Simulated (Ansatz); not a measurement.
formate (CHO₂), SMILES C([O-])=O, charge -1.

Geometry optimised at PBE0-D3(BJ)/def2-TZVPD.

Two levels are set side by side: PBE/def2-TZVPD (Ansatz, a quantum-chemistry and plane-wave program) and PBE0/def2-TZVPD (Ansatz). Energy differences of separate SCF runs at the same geometry; the states with an electron removed or added have multiplicity 2. Differences are taken from unrounded values.

```
quantity                           PBE0   PBE  PBE minus PBE0
---------------------------------  ----  ----  --------------
vertical ionisation energy (eV)    3.64  3.36           -0.28
vertical singlet–triplet gap (eV)  4.79  4.45           -0.34
```
